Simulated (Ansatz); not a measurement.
# Ligand exchange: SiHBr3 + C2H8Si → SiH(SiH3)Br2 + C2H5Br

Species: SiHBr3 `Br[SiH](Br)Br`, singlet; C2H8Si `CC[SiH3]`, singlet; SiH(SiH3)Br2, singlet; C2H5Br (bromoethane) `CCBr`, singlet. The partners trade Br for SiH3: Si–Br and C–SiH3 bonds give way to Si–SiH3 and C–Br.

Shapes, held fixed at every level: PBE0-D4/def2-TZVP. Programs: Ansatz 0.2.0. The zero-point and thermal change to 298 K, harmonic and unscaled (PBE0-D4/def2-TZVP), is +0.3 kJ/mol.

```tsv
level	kind	ΔH(298 K) (kJ/mol)	less CCSD(T)/def2-TZVPP
HF/def2-SVP	Hartree–Fock	+124.2	+5.9
HF/def2-TZVPP	Hartree–Fock	+122.9	+4.6
PBE-D4/def2-TZVPP	GGA	+109.6	-8.7
BHLYP-D4/def2-TZVPP	global hybrid	+123.3	+5.0
r2SCAN0-D4/def2-TZVPP	global hybrid	+123.8	+5.5
wB97X-V/def2-TZVPP	range-separated hybrid	+119.2	+0.9
CCSD/def2-TZVPP	coupled cluster or CI	+119.5	+1.2
CCSD(T)/def2-TZVPP	coupled cluster or CI	+118.3	0.0
```

The highest level, CCSD(T)/def2-TZVPP, gives ΔH(298 K) = +118.3 kJ/mol; the levels span +109.6 to +124.2. The column of differences is taken from that level and isn't an error. No measured value is set beside it here. Relativity is left out for Br. Outer-core shells of Br are correlated, in sets that cover them unevenly.
